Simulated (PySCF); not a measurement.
Vertical excitations of a molecule C2H10OSi3 from TDA-PBE/def2-SVPD in PySCF, as energy in eV (oscillator strength): 5.28 (0.005), 5.62 (0.007), 5.82 (0.028), 6.12 (0.038), 6.23 (0.001), 6.37 (0.050). Lowest triplet (TDA): 5.09 eV. The structure is a stationary point at PBE0-D3(BJ)/def2-SVP. Other conformers were not sampled.

### Question
Identify the compound among the candidates.
(A) C[SiH2][SiH2]C(=O)[SiH3]
(B) [SiH3][C@H]1O[SiH2]C[SiH2]1
(C) O[SiH2][SiH]1C[SiH2]C1
(D) O=C[SiH2]C([SiH3])[SiH3]

### Answer
B, [SiH3][C@H]1O[SiH2]C[SiH2]1
